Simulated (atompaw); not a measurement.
# An all-electron radial function and its pseudo partner (boron)

Columns: radius, all-electron u(r) and pseudo u(r) of the 2p shell (level -3.72 eV) of boron in the configuration [He] 2s2 2p1; LDA (PW92), non-relativistic, PAW (atompaw) scheme, atompaw 4.2.0.5.

| r (bohr) | all-electron | pseudo |
| --- | --- | --- |
| 0.115 | 0.0351 | 0.0052 |
| 0.231 | 0.1099 | 0.0207 |
| 0.346 | 0.1959 | 0.0457 |
| 0.462 | 0.2811 | 0.0796 |
| 0.577 | 0.3579 | 0.1203 |
| 0.692 | 0.4246 | 0.1666 |
| 0.808 | 0.4811 | 0.2170 |
| 0.923 | 0.5266 | 0.2689 |
| 1.038 | 0.5622 | 0.3207 |
| 1.154 | 0.5891 | 0.3711 |
| 1.269 | 0.6075 | 0.4175 |
| 1.385 | 0.6190 | 0.4593 |
| 1.500 | 0.6243 | 0.4946 |
| 1.615 | 0.6244 | 0.5232 |
| 1.731 | 0.6202 | 0.5448 |
| 1.846 | 0.6125 | 0.5588 |
| 1.962 | 0.6019 | 0.5660 |
| 2.077 | 0.5890 | 0.5666 |
| 2.192 | 0.5743 | 0.5616 |
| 2.308 | 0.5581 | 0.5518 |
| 2.423 | 0.5410 | 0.5385 |
| 2.538 | 0.5231 | 0.5225 |
| 2.654 | 0.5046 | 0.5046 |
| 2.769 | 0.4859 | 0.4861 |
| 2.885 | 0.4670 | 0.4670 |
| 3.000 | 0.4483 | 0.4483 |

Task: How many radial nodes do the two functions have?

Result: The all-electron 2p function has n − l − 1 = 0; the pseudo-wave has 0.

Task: Where does each function peak?

Result: Outermost all-electron maximum near 1.61 bohr, pseudo maximum near 2.08 bohr (to the table’s step).

Task: Is the pseudo-wave norm-conserving?

Result: No, it belongs to a PAW set: the norm inside the radius is not constrained, and the difference is carried by the augmentation charge.
